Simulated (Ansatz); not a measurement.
Gas-phase electronic energies from Ansatz, PBE0-D4/def2-TZVP geometries. CBS: MP2 limit from def2 TZ/QZ plus the TZ coupled-cluster correction, frozen cores. This one scheme is used for every species. Functionals use def2-TZVPP. B3LYP here is the variant with VWN-RPA as its local correlation; programs differ in this. For Ge outer-core shells are correlated without core-valence functions, which leaves a few kJ/mol of doubt a bond. Scalar relativity is left out up to krypton. One conformer a species, not always the lowest.

Consider the ligand exchange at a Ge–N bond: `C[N]([SiH2]Cl)[GeH2][Cl]` + H₂S → `[SH][GeH2][Cl]` + `CN[SiH2]Cl`.

```csv
level,ΔE (kJ/mol)
B3LYP-D4,-29.4
ωB97M-V,-28.8
B3LYP,-41.0
HF/def2-TZVPP,-36.3
SCS-MP2/def2-TZVPP,-20.2
CCSD(T)/def2-TZVPP,-19.7
MP2/def2-QZVPP,-21.2
CCSD/CBS(def2),-25.0
```

Question: What does CCSD(T)/CBS give? (An estimate is asked.)

Answer: Computed: -23.1 kJ/mol. The listed levels differ from it by -6.3, -5.7, -17.9, -13.2, 2.9, 3.4, 1.9, -1.9 kJ/mol.

Largest T1 diagnostic among the species: 0.011.

In def2-TZVPP, CCSD(T) changes the Hartree–Fock value by +16.5 kJ/mol (the triples alone add +1.9 kJ/mol) and MP2 by +16.9 kJ/mol. The D4 term adds +11.6 kJ/mol with B3LYP and +6.8 kJ/mol with PBE0; it sums over pairs of atoms, weighted by their polarisabilities, and B3LYP, whose exchange is more repulsive, gets the larger term.
